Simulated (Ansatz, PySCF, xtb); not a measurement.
Spectroscopic constants of SbP, closed-shell singlet (lowest of 2S+1 = 1, 3, 5 at CCSD(T)/def2-TZVPP on PBE0 minima; our sources give no spin for the ground state, which may be another). No spin–orbit coupling.

Seven points along R, fitted to fifth degree in 1/R; most abundant isotopes. In def2 and cc sets the state is the lowest found near the PBE0 minimum, followed along R. The singlet is held restricted. HF and MP2 rows in def2 and cc sets belong to the determinant that coupled cluster picked by its CCSD energy.

Codes used: Ansatz (Gaussian orbitals); PySCF for 3-21G rows, LANL2DZ rows, STO-3G rows; xtb for the GFN methods. Values without a source in brackets are computed. In def2 rows elements past Kr take small-core potentials, without spin–orbit coupling.

```tsv
level	r_e (Å)	ω_e (cm⁻¹)	B_e (cm⁻¹)	ω_e x_e (cm⁻¹)	dipole (D)
GFN1-xTB	2.227	617	0.138	1.8	-
GFN2-xTB	2.244	549	0.136	2.2	-
HF/STO-3G	2.097	680	0.155	0.73	1.18
HF/3-21G	2.241	541	0.136	0.98	2.08
HF/def2-TZVPP	2.152	601	0.148	1.1	-
HF/def2-QZVPP	2.150	601	0.148	1.1	-
SVWN5/def2-TZVPP	2.192	522	0.142	1.2	1.40
PBE/def2-TZVPP	2.214	508	0.139	1.2	1.52
BP86/LANL2DZ	2.304	454	0.129	1.1	1.63
r2SCAN/def2-TZVPP	2.194	531	0.142	1.2	1.53
B97M-V/def2-TZVPP	2.194	534	0.142	1.2	1.82
B3LYP/LANL2DZ	2.281	473	0.131	1.0	1.73
B3LYP/def2-TZVPP	2.200	525	0.141	1.2	1.52
PBE0/def2-TZVPP	2.183	545	0.143	1.2	1.57
BHLYP/def2-TZVPP	2.169	564	0.145	1.2	1.58
CAM-B3LYP/def2-TZVPP	2.168	562	0.145	1.1	1.55
wB97X-V/def2-TZVPP	2.155	584	0.147	1.1	1.65
wB97M-V/def2-TZVPP	2.162	574	0.146	1.1	1.45
B2PLYP/def2-TZVPP	2.218	491	0.139	1.6	-
MP2/def2-TZVPP	2.231	465	0.137	2.1	-
MP2/def2-QZVPP	2.222	470	0.138	2.1	-
MP2/CBS(def2-TZVPP, def2-QZVPP)	2.218	474	0.139	2.0	-
SCS-MP2/def2-TZVPP	2.227	474	0.138	2.0	-
SCS-MP2/def2-QZVPP	2.219	479	0.139	1.9	-
CCSD/def2-TZVPP	2.194	533	0.142	1.3	-
CCSD/def2-QZVPP	2.185	540	0.143	1.3	-
CCSD(T)/def2-TZVPP	2.217	501	0.139	1.5	-
CCSD(T)/def2-QZVPP	2.208	508	0.140	1.4	-
CCSD(T)/CBS(def2-TZVPP, def2-QZVPP)	2.203	513	0.141	1.4	-
```

Correlated levels freeze the inner cores; with def2 sets outer-core shells near the valence are correlated too. CBS: X⁻³ extrapolation of the correlation energy, Hartree–Fock from the larger set. Rows in 3-21G, LANL2DZ, STO-3G carry no dispersion term and start afresh at each structure; the Pople sets are all-electron and without relativity. LANL2DZ brings its own core potentials from Na on.

Doubts at one or more of the structures used: a restricted determinant that unrestricted orbitals would lower (HF/def2-TZVPP, HF/def2-QZVPP, B2PLYP/def2-TZVPP, MP2/def2-TZVPP, MP2/def2-QZVPP, MP2/CBS(def2-TZVPP, def2-QZVPP), SCS-MP2/def2-TZVPP, SCS-MP2/def2-QZVPP, CCSD/def2-TZVPP, CCSD/def2-QZVPP, CCSD(T)/def2-TZVPP, CCSD(T)/def2-QZVPP, CCSD(T)/CBS(def2-TZVPP, def2-QZVPP)).

Ansatz is a quantum-chemistry and plane-wave program.
